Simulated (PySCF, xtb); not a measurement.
2-bromobuta-1,3-diene (C₄H₅Br), SMILES C=CC(=C)Br. One conformer was computed; it need not be the lowest.

Harmonic wavenumbers (cm⁻¹) from GFN2-xTB (xtb) at its own minimum, in rising order: 111, 211, 332, 367, 457, 558, 621, 722, 877, 899, 901, 998, 1002, 1175, 1277, 1385, 1408, 1638, 1670, 3052, 3107, 3109, 3140, 3146.

Q: What does PBE-D3(BJ)/def2-SVP (PySCF 2.14.0) give at its own minimum? (An estimate is asked for; the answer gives what the named calculation found.)

A: 156, 211, 341, 396, 463, 564, 623, 733, 849, 872, 900, 968, 983, 1182, 1255, 1333, 1377, 1600, 1658, 3076, 3086, 3089, 3191, 3200. Paired by order, the mean absolute difference is 23 cm⁻¹ and the zero-point energies are 46.0 and 45.9 kcal/mol.
